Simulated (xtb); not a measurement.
C$_{3}$H$_{10}$N (SMILES CC(C)[NH3+]), charge +1, singlet, at a GFN2-xTB geometry. Base run: GFN2-xTB (xtb).

Geometry (Å):
```xyz
14

C     -0.3973    -1.2852     0.5794
C      0.0955     0.1334     0.3694
C     -0.9934     1.0699    -0.1171
N      1.1911     0.1016    -0.6760
H     -0.8447    -1.6844    -0.3278
H      0.4051    -1.9441     0.9020
H     -1.1585    -1.2952     1.3536
H      0.5449     0.5190     1.2885
H     -0.6120     2.0738    -0.2863
H     -1.7750     1.1403     0.6332
H     -1.4486     0.7014    -1.0334
H      0.8005    -0.2581    -1.5578
H      1.9585    -0.5167    -0.3842
H      1.5633     1.0443    -0.8459
```
Charge +1, spin multiplicity 1.
All else is at xtb's defaults.
Base energy -14.01249 Eh.

The base run was repeated with changes; each row names its change, and settings that it needs were set with it.

```
change               ΔE vs base (kJ/mol)  HOMO-LUMO gap (eV)  G_solv (kcal/mol)  SCF cycles
-------------------  -------------------  ------------------  -----------------  ----------
base                                0.00                9.63                  -           9
gbsa = toluene                       ___                 ___                ___           9
etemp = 5000                        0.00                9.63                  -           9
file = coord                        0.00                9.63                  -           9
acc = 0.0001                        0.00                9.63                  -          15
alpb = cs2                        -175.9               10.01             -42.48           9
gbsa = thf                           ___                 ___                ___           9
alpb = acetonitrile               -248.0               10.15             -60.33           9
```

Problem. What belongs in the gaps?

Solution. 
- gbsa = toluene, ΔE vs base (kJ/mol): -197.8
- gbsa = toluene, HOMO-LUMO gap (eV): 9.87
- gbsa = toluene, G_solv (kcal/mol): -47.74
- gbsa = thf, ΔE vs base (kJ/mol): -220.8
- gbsa = thf, HOMO-LUMO gap (eV): 9.78
- gbsa = thf, G_solv (kcal/mol): -55.65

ALPB and GBSA are two models with their own fitted parameters for each solvent, which aren't always the measured dielectric constant.
